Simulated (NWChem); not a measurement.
System: SeCl2; SMILES Cl[Se]Cl

NWChem input:

```
start job
memory heap 200 mb stack 900 mb global 1100 mb
geometry units angstroms noautoz
  Se     0.000000     0.000000     0.687441
  Cl    -1.711116     0.000000    -0.687017
  Cl     1.711116     0.000000    -0.687017
end
basis spherical
  Se library 6-31g*
  Cl library 6-31g*
end
dft
  xc xpbe96 cpbe96
  iterations 150
  mulliken
end
task dft energy
```

Geometry: optimised at B3LYP/6-31G* (spherical d).

**Question.** Give the results of this calculation. (PBE/6-31G* (spherical d).) Quantities: energy (Ha); highest occupied level (eV); orbital gap (eV); dipole (D).

**Answer.** 
```
Item                            Value
---------------------------  --------
energy (Ha)                  -3320.88
highest occupied level (eV)     -5.86
orbital gap (eV)                 1.92
dipole (D)                       1.19
```
